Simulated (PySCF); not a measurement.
Isomers of C5H9ClO2, mass 136.029 u with the commonest isotopes. Level of theory: PySCF 2.14.0, PBE0-D3(BJ)/def2-SVP geometry optimisation, gas phase. One conformer each, none proved a minimum here; rigid rotors.

**Question.** Order these by rotational constant B, largest first.
A. `[CH3:1][C:2]([CH3:3])([Cl:4])[CH2:5][C:6](=[O:7])[OH:8]` with C1–C2–C5–C6 66°, C2–C5–C6–O7 -7°, C5–C6–O8–H 179°
B. `[Cl:1][CH2:2][C@@H:3]1[CH2:4][CH2:5][O:6][CH2:7][O:8]1` with Cl1–C2–C3–C4 -65°, C2–C3–C4–C5 -171°, C3–C4–C5–O6 53°, C4–C5–O6–C7 -57°, C5–O6–C7–O8 61°
C. `[CH2:1]=[C:2]([Cl:3])[CH2:4][O:5][CH2:6][CH2:7][OH:8]` with C1–C2–C4–O5 3°, C2–C4–O5–C6 -177°, C4–O5–C6–C7 -172°, O5–C6–C7–O8 60°, C6–C7–O8–H -50°
D. `[CH3:1][C:2](=[O:3])[O:4][C@H:5]([CH3:6])[CH2:7][Cl:8]` with C1–C2–O4–C5 -178°, C2–O4–C5–C6 -162°, O4–C5–C7–Cl8 58° (1-chloropropan-2-yl acetate)

**Answer.** D (1100 MHz), A (1004 MHz), B (925.2 MHz), C (638.6 MHz).

**Question.** Order these by out-of-plane moment Σ m c² = (Ia + Ib − Ic)/2, largest first.
A. `[CH2:1]=[C:2]([Cl:3])[CH2:4][O:5][CH2:6][CH2:7][OH:8]` with C1–C2–C4–O5 3°, C2–C4–O5–C6 -177°, C4–O5–C6–C7 -172°, O5–C6–C7–O8 60°, C6–C7–O8–H -50°
B. `[CH3:1][C:2]([CH3:3])([Cl:4])[CH2:5][C:6](=[O:7])[OH:8]` with C1–C2–C5–C6 66°, C2–C5–C6–O7 -7°, C5–C6–O8–H 179°
C. `[CH3:1][C:2](=[O:3])[O:4][C@H:5]([CH3:6])[CH2:7][Cl:8]` with C1–C2–O4–C5 -178°, C2–O4–C5–C6 -162°, O4–C5–C7–Cl8 58°
D. `[Cl:1][CH2:2][C@@H:3]1[CH2:4][CH2:5][O:6][CH2:7][O:8]1` with Cl1–C2–C3–C4 -65°, C2–C3–C4–C5 -171°, C3–C4–C5–O6 53°, C4–C5–O6–C7 -57°, C5–O6–C7–O8 61°

**Answer.** C (73.08 u·Å²), B (55.76 u·Å²), A (23.77 u·Å²), D (16.01 u·Å²).

**Question.** Order these by rotational constant C, largest first.
A. `[CH2:1]=[C:2]([Cl:3])[CH2:4][O:5][CH2:6][CH2:7][OH:8]` with C1–C2–C4–O5 3°, C2–C4–O5–C6 -177°, C4–O5–C6–C7 -172°, O5–C6–C7–O8 60°, C6–C7–O8–H -50°
B. `[Cl:1][CH2:2][C@@H:3]1[CH2:4][CH2:5][O:6][CH2:7][O:8]1` with Cl1–C2–C3–C4 -65°, C2–C3–C4–C5 -171°, C3–C4–C5–O6 53°, C4–C5–O6–C7 -57°, C5–O6–C7–O8 61°
C. `[CH3:1][C:2](=[O:3])[O:4][C@H:5]([CH3:6])[CH2:7][Cl:8]` with C1–C2–O4–C5 -178°, C2–O4–C5–C6 -162°, O4–C5–C7–Cl8 58°
D. `[CH3:1][C:2]([CH3:3])([Cl:4])[CH2:5][C:6](=[O:7])[OH:8]` with C1–C2–C5–C6 66°, C2–C5–C6–O7 -7°, C5–C6–O8–H 179°

**Answer.** C (965.3 MHz), D (904.5 MHz), B (798.3 MHz), A (594.3 MHz).

```
            SMILES  point group  Ia (u·Å²)  Ib (u·Å²)  Ic (u·Å²)      κ  μa (D)  μb (D)  μc (D)
  CC(C)(Cl)CC(=O)O      near Cs     166.84     503.42     558.73  -0.91    1.77    0.33    0.03
      C=C(Cl)COCCO           C1     106.40     791.44     850.31  -0.98    0.06    1.02    0.96
CC(=O)O[C@H](C)CCl           C1     210.25     459.43     523.53  -0.81    0.16    1.38    0.62
  ClC[C@@H]1CCOCO1           C1     118.91     546.21     633.09  -0.93    0.45    0.22    0.67
```
